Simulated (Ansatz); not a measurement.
`[CH3][Sn]([F])([F])[F]` + `[F][Al]([F])[Br]` → `[F][Sn]([F])([F])[Br]` + `[CH3][Al]([F])[F]`  (redistribution)

Calculated with Ansatz (gas phase, PBE0-D4/def2-TZVP geometries, no zero-point term in ΔE). CCSD(T)/CBS is the MP2 limit (def2-TZVPP, def2-QZVPP) plus CCSD(T) − MP2 in def2-TZVPP, frozen cores. Functionals use def2-TZVPP. HSE06 is defined as in plane-wave codes. Elements past krypton have def2 core potentials. For Br, Sn outer-core shells are correlated without core-valence functions, which leaves a few kJ/mol of doubt a bond. Scalar relativity is left out up to krypton.

```csv
level,ΔE (kJ/mol)
HSE06-D4,63.5
r2SCAN0,67.3
HSE06,63.4
HF/def2-QZVPP,68.3
```

**Question.** What does CCSD(T)/CBS give? (Best estimate.)

**Answer.** The calculation gave: +69.7 kJ/mol. The listed levels differ from it by -6.2, -2.4, -6.3, -1.4 kJ/mol.

Largest T1 diagnostic among the species: 0.014.

From BLYP to BHLYP (50 % exact exchange), in def2-TZVPP and without D4, ΔE moves by +8.4 kJ/mol. At CCSD(T), def2-SVP lies −4.5 kJ/mol from the extrapolated value and def2-TZVPP +3.2 kJ/mol. Leaving LDA and LC-ωPBE aside and taking each functional with its dispersion term where it has one, the values, not all of them listed here, spread over 12.7 kJ/mol, from B97M-V to PBE-QIDH.
